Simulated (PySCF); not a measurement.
Geometries of 3 isomers of C4H9ClOSi, from PBE0-D3(BJ)/def2-SVP geometry optimisation, gas phase in PySCF 2.14.0. One conformer each, no zero-point energy, no frequencies.

Problem. Which is lowest in electronic energy at this level?
A.
```xyz
16
angstrom
C     -1.506   -1.532   -0.358
C     -1.323   -0.225   -0.128
C     -2.419    0.773    0.036
O     -0.100    0.356   -0.015
Si     1.404   -0.393   -0.102
C      2.647    0.992    0.161
Cl     4.279    0.259    0.054
H     -2.513   -1.941   -0.438
H     -0.670   -2.228   -0.474
H     -2.336    1.555   -0.736
H     -3.408    0.302   -0.036
H     -2.328    1.275    1.012
H      1.608   -1.015   -1.441
H      1.544   -1.414    0.973
H      2.568    1.777   -0.605
H      2.543    1.462    1.150
```
B.
```xyz
16
angstrom
C      3.031    0.307    0.265
O      1.660    0.535    0.448
Si     0.448   -0.553    0.177
Cl     0.871   -2.284    1.246
C     -1.153    0.158    0.734
C     -2.434   -0.447    0.208
C     -2.019    0.909   -0.249
H      3.375   -0.581    0.824
H      3.586    1.183    0.633
H      3.283    0.163   -0.801
H      0.381   -0.950   -1.260
H     -1.176    0.509    1.772
H     -2.364   -1.278   -0.502
H     -3.271   -0.531    0.905
H     -1.663    1.024   -1.278
H     -2.565    1.778    0.128
```
C.
```xyz
16
angstrom
C      2.025    1.163   -0.271
O      1.718   -0.200   -0.376
C      0.635   -0.560    0.391
C     -0.151   -1.735   -0.042
C     -0.752   -0.345   -0.179
Si    -2.119    0.267    0.904
Cl    -1.885    2.316    1.164
H      2.334    1.434    0.757
H      2.859    1.371   -0.955
H      1.162    1.799   -0.544
H      0.767   -0.395    1.472
H      0.170   -2.216   -0.969
H     -0.540   -2.415    0.721
H     -0.743    0.050   -1.201
H     -3.473    0.042    0.324
H     -2.026   -0.381    2.245
```

Solution. B. That is `C1CC1[Si@H](Cl)OC`, 31.5 kcal/mol below the next.

```csv
SMILES,atoms numbered as above,E (Eh),relative (kcal/mol),relative (kJ/mol),dipole (D)
CO[Si@@H](Cl)C1CC1,[CH3:1][O:2][Si@@H:3]([Cl:4])[CH:5]1[CH2:6][CH2:7]1,-981.88394,0.0,0.0,1.31
C=C(C)O[SiH2]CCl,[CH2:1]=[C:2]([CH3:3])[O:4][SiH2:5][CH2:6][Cl:7],-981.83379,31.5,131.7,1.65
CO[C@@H]1C[C@H]1[SiH2]Cl,[CH3:1][O:2][C@@H:3]1[CH2:4][C@H:5]1[SiH2:6][Cl:7],-981.82924,34.3,143.6,0.88
```

As drawn, the lowest has an Si–O bond, which the highest lacks.
